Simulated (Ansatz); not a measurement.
Consider the redistribution: `[CH3][GeH2][B](O)O` + `CO[CH2][AlH2]` → `[CH3][GeH2][CH2][AlH2]` + `COB(O)O`.

Isolated molecules relaxed with PBE0-D4/def2-TZVP in Ansatz; ΔE leaves out vibrations. CCSD(T)/CBS is the MP2 limit (def2-TZVPP, def2-QZVPP) plus CCSD(T) − MP2 in def2-TZVPP, frozen cores. DFT in def2-TZVPP. For Ge outer-core shells are correlated without core-valence functions, which leaves a few kJ/mol of doubt a bond. Scalar relativity is left out up to krypton. Each species was taken in one conformer, which may not be the lowest.

Question: Is it downhill or uphill in electronic energy at CCSD(T)/CBS, and by how much? (An estimate is asked.)

Answer: Computed: Downhill: ΔE = -244.7 kJ/mol.

Question: What do these levels give: PBE0-D4, ωB97X-V, ωB97M-V, PBE, CCSD(T)/def2-TZVPP, HF/CBS(def2)? (Best estimate.)

Answer: Computed: PBE0-D4 -238.4, ωB97X-V -235.2, ωB97M-V -242.4, PBE -222.6, CCSD(T)/def2-TZVPP -245.1, HF/CBS(def2) -247.5 kJ/mol.

Largest T1 diagnostic among the species: 0.012.

From PBE to PBE0 (25 % exact exchange), in def2-TZVPP and without D4, ΔE moves by −13.4 kJ/mol. The D4 term adds −4.7 kJ/mol with B3LYP and −2.4 kJ/mol with PBE0; it sums over pairs of atoms, weighted by their polarisabilities, and B3LYP, whose exchange is more repulsive, gets the larger term.

B3LYP here is the variant with VWN-RPA as its local correlation; programs differ in this.
